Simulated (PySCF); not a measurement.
Gas-phase reaction: Sn₂O₂ + 2 F₂ ⇌ 2 SnF₂ + 2 O

Method: PySCF energies (xtb for GFN2) plus ideal-gas RRHO corrections (1 bar). † marks an energy on the PBE0/def2-TZVP geometry and frequencies; other levels use their own. MP2 and CCSD(T) freeze the core. Open shells (unrestricted): O (multiplicity 3, electronic degeneracy 9); the rest are closed-shell singlets. GFN2 has no spin-polarisation term. Spin-orbit splitting is ignored; it lowers the true energy and changes the entropy of O. B3LYP is the form with VWN-RPA correlation. Sn: scalar-relativistic def2 core potential, no spin-orbit coupling. Sn₂O₂: computed as isolated molecules; such fragments, hydroxides, amides, oligomers or adducts are transient or little studied in the gas. MP2 isn't extrapolated to the basis-set limit; its ΔH°(298 K) is -331.5 kJ in def2-SVP and -281.4 kJ in def2-TZVPP. CCSD(T) isn't extrapolated to the basis-set limit; its ΔH°(298 K) is -347.6 kJ in def2-SVP and -312.7 kJ in def2-TZVPP. The harmonic model lacks anharmonicity and excited electronic states, which grow with temperature; levels with a mode under 35 cm⁻¹ are left out. Warning, large T1 diagnostic: Sn₂O₂ (CCSD(T)/def2-TZVPP†).

```csv
level,"ΔE electronic, kJ","ΔH°(298 K), kJ","ΔS°(298 K), J/K","ΔG°(600 K), kJ"
B3LYP/def2-TZVP†,-328,-336,170,-439
CCSD(T)/def2-TZVPP†,-305,-313,170,-416
GFN2-xTB,355,351,176,245
MP2/def2-SVP†,-324,-332,170,-435
PBE0/def2-QZVP†,-323,-330,170,-434
PBE0/def2-TZVP,-314,-322,170,-425
ωB97M-V/def2-TZVP†,-303,-311,170,-414
ωB97X-V/def2-TZVP†,-307,-314,170,-418
```
ΔH° is lowest at B3LYP/def2-TZVP† and highest at GFN2-xTB. No reference value is set beside these.
